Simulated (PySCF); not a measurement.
**Calcium: a sound run and one with changed settings**

Sound run: Ca [Ar] 4s2, Ca⁺ [Ar] 4s1. Calculation: PySCF 2.14, in x2c-TZVPall (6s5p3d, 36 functions); scalar relativity by spin-free X2C-1e. The sound run starts from symmetry-adapted Hartree-Fock orbitals and uses a fine grid where one is needed.

Changed run: radial step 1.2 in ln r (0.13 in the sound run). This setting is unsound on purpose.

```csv
species,method,sound run (hartree),changed run (hartree),converged
Ca,UHF,-679.62020,-679.62020,yes
Ca,M06-L,-680.40757,-675.62983,yes
Ca,BP86,-680.52044,-676.29748,yes
Ca⁺,UHF,-679.43136,-679.43136,yes
Ca⁺,M06-L,-680.18302,-675.40129,yes
Ca⁺,BP86,-680.29226,-676.05052,yes
```

Ionisation energy of Ca:

```
method  sound run (eV)  changed run (eV)
   UHF           5.139             5.139
 M06-L           6.110             6.219
  BP86           6.209             6.720
```

A coarse radial grid mis-integrates the density and the exchange-correlation energy, with errors of either sign; Hartree-Fock needs no grid.

For comparison, NIST gives 6.113 eV between the lowest levels.
